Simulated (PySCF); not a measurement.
Match the calculated data to a structure.

All candidates are C5H9NO.

- 13C NMR: chemical shifts (computed TMS as zero) by class: 151.8 (1 C), 139.4 (1 C), 110.3 (1 C), 69.7 (1 C), 22.3 (1 C) ppm [GIAO KT3/pcSseg-1]
- Polarisability: 74.7 au [CAM-B3LYP/def2-SVPD]
- Valence photoelectron: vertical ionisation energy: 9.53 eV [ΔSCF CAM-B3LYP/def2-SVPD]
- Dipole: 1.07 D [CAM-B3LYP/def2-SVPD]
- NMR, other nuclei: isotropic shieldings of nuclei other than C and H, by class: 24 (1 N), 151 (1 O) ppm [GIAO KT3/pcSseg-1]
- UV, first state: lowest singlet excitation: 6.47 eV (192 nm, f = 0.001) [TDDFT CAM-B3LYP/def2-SVPD]
- 1H NMR: chemical shifts (computed TMS as zero) by class: 7.75 (1 H), 7.14 (1 H), 5.11 (1 H), 5.03 (1 H), 4.40 (2 H), 1.93 (3 H) ppm [GIAO KT3/pcSseg-1]
- Rotational structure: rotational constants A, B, C: 6.417, 1.412, 1.250 GHz [PBE0-D3(BJ)/def2-SVP]
- XPS: C1s 290.0, C1s 290.7, C1s 290.7, C1s 292.2, C1s 293.4, N1s 404.3, O1s 539.1 eV [ΔSCF SCAN, pcX-2 on the ionised atom, pcseg-1 elsewhere, spin-free X2C]
- UV, strongest line: among the 10 lowest singlet transitions: S3 at 7.25 eV (171 nm, f = 0.418) [TDDFT CAM-B3LYP/def2-SVPD]

Gas-phase values; electronic properties from PySCF, density fitting. Levels stand in brackets. The structure is a single PBE0-D3(BJ)/def2-SVP conformer in the gas phase; no vibrational or solvent corrections. Each NMR value is the plain mean over a class of atoms that symmetry, rotation or inversion makes alike.

Problem. Which candidate is it?
A. `[H]/N=C/OCC(=C)C`
B. `C=CC(=O)N(C)C`
C. `CC(C)=CC(N)=O`
D. `CC/C=C/C(N)=O`

Solution. A. It is `[H]/N=C/OCC(=C)C`. Numbering: `[H]/[N:7]=[CH:6]/[O:5][CH2:4][C:2](=[CH2:1])[CH3:3]`. Its formula, C5H9NO, gives 2 degrees of unsaturation: 0 rings and 2 π bonds in the structure found. 5 carbons fall into 5 classes; from least to most shielded: C=N carbon [C6] (151.8 ppm), fully substituted alkene carbon [C2] (139.4 ppm), terminal =CH2 carbon [C1] (110.3 ppm), sp3 carbon bound to oxygen [C4] (69.7 ppm), allylic carbon [C3] (22.3 ppm). Hydrogen classes from least to most shielded: 1 H on a C=N carbon, C6 (7.75 ppm), 1 H on a C=N nitrogen, N7 (7.14 ppm), 1 H on a terminal =CH2 carbon, C1 (5.11 ppm), 1 H on a terminal =CH2 carbon, C1 (5.03 ppm), 2 H on an sp3 carbon bound to oxygen, C4 (4.40 ppm), 3 H on an allylic carbon, C3 (1.93 ppm, a mean of values up to 0.6 ppm apart in this geometry). The other shieldings belong to: 24 ppm, C=N nitrogen [N7]; 151 ppm, oxygen bonded to 2 C [O5]. The core levels belong to: C1s 290.0 eV, terminal =CH2 carbon [C1]; C1s 290.7 eV, fully substituted alkene carbon [C2]; C1s 290.7 eV, allylic carbon [C3]; C1s 292.2 eV, sp3 carbon bound to oxygen [C4]; C1s 293.4 eV, C=N carbon [C6]; N1s 404.3 eV, C=N nitrogen [N7]; O1s 539.1 eV, oxygen bonded to 2 C [O5]. The hole state at 290.7 eV has ⟨S²⟩ = 0.84 against 0.75, so that value is less sure. The hole state at 293.4 eV has ⟨S²⟩ = 0.83 against 0.75, so that value is less sure. The first electron is taken from the HOMO, whose largest Löwdin shares are 0.36 on the terminal =CH2 carbon, 0.32 on the fully substituted alkene carbon, 0.07 on the allylic carbon and 0.05 on the sp3 carbon bound to oxygen. The optimised geometry has point group C1 and is an asymmetric top.

The others, at the same levels:
- `CC/C=C/C(N)=O` fails: its computed lowest singlet excitation is 4.96 eV (250 nm, f = 0.000) (against 6.47 eV), vertical ionisation energy is 9.68 eV (against 9.53 eV) and strongest line among the 10 lowest singlet transitions is S3 at 6.58 eV (188 nm, f = 0.319) (against S3 at 7.25 eV).
- `C=CC(=O)N(C)C` fails: its computed core binding energies are C1s 290.4, C1s 290.7, C1s 292.0 (×2), C1s 293.2, N1s 405.5, O1s 536.3 eV, rotational constant A is 4.828 GHz (against 6.417 GHz) and smallest rotational constant is 1.438 GHz (against 1.250 GHz).
- `CC(C)=CC(N)=O` fails: its computed lowest singlet excitation is 4.92 eV (252 nm, f = 0.000) (against 6.47 eV), rotational constant A is 5.219 GHz (against 6.417 GHz) and smallest rotational constant is 1.305 GHz (against 1.250 GHz).

Each candidate is one conformer, not necessarily the lowest. The conformers computed, where there is a choice (atom-mapped SMILES and torsion angles):
- `[H]/[N:7]=[CH:6]/[O:5][CH2:4][C:2](=[CH2:1])[CH3:3]`: C1–C2–C4–O5 -126°, C2–C4–O5–C6 -179°, C4–O5–C6–N7 0°
- `[CH3:1][CH2:2]/[CH:3]=[CH:4]/[C:5]([NH2:6])=[O:7]`: C1–C2–C3–C4 -120°, C3–C4–C5–N6 -179°, H–N6–C5–C4 0°, H–N6–C5–C4 180°
- `[CH2:1]=[CH:2][C:3](=[O:4])[N:5]([CH3:6])[CH3:7]`: C1–C2–C3–O4 5°, C2–C3–N5–C6 3°
- `[CH3:1][C:2]([CH3:3])=[CH:4][C:5]([NH2:6])=[O:7]`: C2–C4–C5–N6 179°, H–N6–C5–C4 2°, H–N6–C5–C4 179°
